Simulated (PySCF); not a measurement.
This PySCF input asks for the NMR shieldings of SMILES C1C(BB[SiH2]F)C[SiH2]1, C3H11B2FSi2; the geometry comes from GFN2-xTB.

```python
import basis_set_exchange as bse
import numpy as np
from pyscf import gto, dft
from pyscf.prop import nmr

atoms = """
F     3.076056    1.606412   -0.849396
Si    3.135389   -0.021026   -0.869697
B     1.767814   -0.794729    0.295171
B     0.727473    0.184930    1.026497
C    -0.638822    0.628109    0.357498
C    -0.964219    0.149443   -1.084133
Si   -2.713122   -0.387479   -0.550308
C    -1.851039   -0.002444    1.110057
H     4.541274   -0.256456   -0.516351
H     2.989652   -0.287959   -2.306862
H     1.760991   -1.968183    0.356226
H     0.909396    0.655914    2.092161
H    -0.749638    1.715216    0.393091
H    -0.869368    0.932752   -1.833368
H    -0.325130   -0.675012   -1.398422
H    -3.113659   -1.775694   -0.787757
H    -3.800344    0.527832   -0.905598
H    -2.331688    0.672177    1.814705
H    -1.560819   -0.894553    1.664189
"""
names = dict.fromkeys(["F", "Si", "B", "C", "H"], "pcSseg-1")
basis = {el: gto.basis.parse(bse.get_basis(n, elements=[el], fmt="nwchem")) for el, n in names.items()}
mol = gto.M(atom=atoms, basis=basis, charge=0, verbose=0)
mf = dft.RKS(mol, xc="PBE0")
mf.grids.level = 2
mf.grids.alignment = dft.numint.BLKSIZE   # the property module wants whole blocks of grid points
mf.conv_tol = 1e-9
mf.kernel()

calc = nmr.RKS(mf)   # GIAO
C = mf.mo_coeff
Co = C[:, mf.mo_occ > 0]
resp = mf.gen_response(singlet=True, hermi=2)
def vind(x):   # induced exchange potential for any number of trial vectors
    d = np.einsum("pi,xij,qj->xpq", C, 2 * x.reshape(-1, C.shape[1], Co.shape[1]), Co, optimize=True)
    return np.einsum("xpq,pi,qj->xij", resp(d - d.transpose(0, 2, 1)), C, Co, optimize=True).ravel()
mo1, _ = nmr.rhf.solve_mo1(calc, with_cphf=vind)
sigma = calc.kernel(mo1)
for i, s in enumerate(sigma):   # ppm
    print("%2d %-2s %9.2f" % (i, mol.atom_pure_symbol(i), np.trace(s) / 3))
```

Question: What are the results?

Answer: 
```
 0 F     417.01
 1 Si    343.63
 2 B     -32.87
 3 B       2.69
 4 C     150.13
 5 C     164.66
 6 Si    382.57
 7 C     176.26
 8 H      25.80
 9 H      25.81
10 H      18.71
11 H      22.86
12 H      28.37
13 H      29.50
14 H      30.73
15 H      26.81
16 H      26.78
17 H      30.28
18 H      30.10
```

These numbers come from an equivalent density-fitted implementation of the same equations, which agrees with the script to about 0.01 ppm for H and up to a few tenths of a ppm for heavy atoms, so last digits may differ.

Size and cost of the density-fitted run: 205 basis functions, 110 s wall time (93 s CPU) on 1 thread of an Intel Xeon, shared host; peak memory 0.92 GiB.
